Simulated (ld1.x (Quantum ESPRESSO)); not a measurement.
# Logarithmic derivatives: copper, TM

Cu (Z = 29), norm-conserving Troullier–Martins (Kleinman–Bylander form), made with ld1.x (Quantum ESPRESSO) 7.5 (PBE, scalar-relativistic). Core [Ne] 3s2, reference 3p6 3d9 4s2 4p0. Waves: 4s (bound): rc 1.60 bohr; 3p (bound): rc 0.75 bohr; 3d (bound): rc 1.50 bohr. Local part: all-electron potential smoothed inside 0.55 bohr (lloc = -1). Core correction: none.

The phase is arctan(r·u′/u) with u = r·R(r), unwrapped; energies in Ry, scanned from -8 to 5 Ry. A pole is an energy at which the radial function vanishes at the test radius. The pseudo phase is shifted by a multiple of π to meet the all-electron one at the reference energy, and phase errors are pseudo minus all-electron; the curves can meet again beyond the range given. Levels narrower than the energy grid can be missing from the lists of poles.

| channel | radius (bohr) | reference energy (Ry) | poles, all-electron | poles, pseudo | unbroken range about the reference energy with phases within 0.05 rad | phase error 1 Ry above the reference energy (rad) |
| --- | --- | --- | --- | --- | --- | --- |
| s | 1.76 | -0.43 | none | 1.33 | below 0.2 | -0.148 |
| p | 1.76 | -5.68 | -5.53 | -5.53 | the whole range | -0.000 |
| d | 1.76 | -0.70 | -0.22 | -0.21 | below 2.7 | +0.005 |

Note: ghost state, extra bound levels that the all-electron valence spectrum of the same l lacks: s at -514.7 eV. A true bound ghost makes a file unfit for plane-wave use.

Phases in the d channel:

```
E (Ry)  all-electron  pseudo
 -8.00         1.374   1.374
 -7.52         1.368   1.368
 -7.04         1.361   1.361
 -6.56         1.354   1.354
 -6.08         1.345   1.345
 -5.60         1.336   1.336
 -5.12         1.325   1.325
 -4.64         1.312   1.313
 -4.16         1.297   1.297
 -3.68         1.278   1.279
 -3.20         1.253   1.254
 -2.72         1.220   1.221
 -2.24         1.167   1.169
 -1.76         1.069   1.072
 -1.28         0.787   0.791
 -0.80        -0.703  -0.702
 -0.32        -1.517  -1.515
  0.16        -1.698  -1.694
  0.64        -1.790  -1.783
  1.12        -1.860  -1.850
  1.60        -1.929  -1.913
  2.08        -2.010  -1.985
  2.56        -2.116  -2.074
  3.04        -2.271  -2.196
  3.52        -2.519  -2.379
  4.00        -2.917  -2.664
  4.48        -3.431  -3.085
  4.96        -3.863  -3.552
```
